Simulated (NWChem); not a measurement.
# HIn

```xyz
2

In     0.0000     0.0000     0.0373
H      0.0000     0.0000    -1.8257
```
Charge 0, spin multiplicity 1.

The numbers come from NWChem runs, not from measurements. The geometry was optimised at PBE0/def2-SVP with def2 effective core potentials on In, a minimum by its harmonic frequencies.

Symmetry labels belong to the abelian group C2v used in the runs, with the axes of the coordinates shown; states degenerate in a higher group split over its labels.

Effective core potentials replace the inner electrons of In; spin-orbit coupling is left out. The structure started from a generated list of species.

List the lowest 3 singlet excitations that CIS/def2-SVPD with def2 effective core potentials on In gives, with oscillator strengths.


```tsv
state	symmetry	energy (eV)	wavelength (nm)	f
1	b2	3.03	410	0.075
2	b1	3.03	410	0.075
3	a1	5.31	233	0.218
```
